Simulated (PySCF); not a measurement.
Species: (F)3Hf-O-SiH3 (singlet state).
Cartesian coordinates in Å at the PBE0-D3(BJ)/def2-SVP level; atoms count from 1:
```
atom  x, y, z in Å
Hf1   -1.086   -0.794   -1.138
F2    -2.613    0.308   -1.466
F3    -1.665   -2.478   -0.446
F4    -0.120   -1.074   -2.762
O5     0.076    0.074    0.134
Si6    1.148    0.811    1.182
H7     2.186   -0.176    1.598
H8     0.409    1.298    2.382
H9     1.797    1.962    0.490
```

Level of theory: PBE0-D3(BJ)/def2-SVP geometry optimisation, gas phase, def2 core potentials past Kr (PySCF).

(1) Which atoms are bound to Hf1, and at what distances?

(2) List the angles at Hf1.

(3) What is the shape at Hf1?

(4) What are the other bond lengths?

(5) Give some angles away from the centre.

## Answers

(1) 4 atoms: F4 1.910 Å, F3 1.910 Å, F2 1.911 Å, O5 1.929 Å. The nearest atom not counted as bound is Si6, at 3.60 Å.

(2) 
```tsv
angle	degrees	distance of the outer atoms (Å)
F2–Hf1–F4	110.0	3.13
F3–Hf1–O5	109.9	3.14
F2–Hf1–O5	109.6	3.14
F3–Hf1–F4	109.4	3.12
F2–Hf1–F3	109.1	3.11
F4–Hf1–O5	108.8	3.12
```

(3) Tetrahedral: angles from 108.8° to 110.0°; τ4 = (360° − α − β)/141° = 0.99 with α and β the two widest (0 for a square, 1 for a tetrahedron).

(4) O5–Si6 1.671 Å; Si6–H7, Si6–H8, Si6–H9 1.491 Å.

(5) Hf1–O5–Si6 177.0°.

Point group: near C3, missed by 0.10 Å at most; the miss may be what the optimiser left on a soft mode. Charge 0, singlet. Whether it is a minimum is left open (no frequencies).
